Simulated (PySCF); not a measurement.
**NaPb and its ions**

PBE0; PySCF, scalar-relativistic core potentials, basis sets Na cc-pVDZ, Pb cc-pVDZ-PP with ECP60. Neutral (UKS): quartet (σ ↑, π ↑↑), Re = 2.975 Å, ωe = 166 cm⁻¹, De = 1.06 eV, HOMO -3.97 eV, LUMO -2.14 eV.

NaPb⁺ (UKS): triplet (σ ↑, π ↑), Re = 3.444 Å, ωe = 105 cm⁻¹. The energies at the minima are -355.04617 hartree for NaPb and -354.83869 for NaPb⁺.

Q: Work out the adiabatic ionisation energy, without and with harmonic zero-point energies (1 hartree = 27.2114 eV, 1 eV = 8065.5 cm⁻¹), and the change of the bond length.

A: At PBE0: 0.20748 hartree = 5.646 eV between the minima; the zero-point term (105.0 − 166.0)/2 cm⁻¹ = -0.004 eV makes it 5.642 eV. Re changes by +46.9 pm against the neutral. The electron leaves a π orbital; in so polar a molecule the change of length follows mostly from the change of the ionic charges.

These are scalar-relativistic numbers at best; spin–orbit coupling would shift them, the dissociation energy most. States were picked by a PBE0 search and need not be the measured ground states.
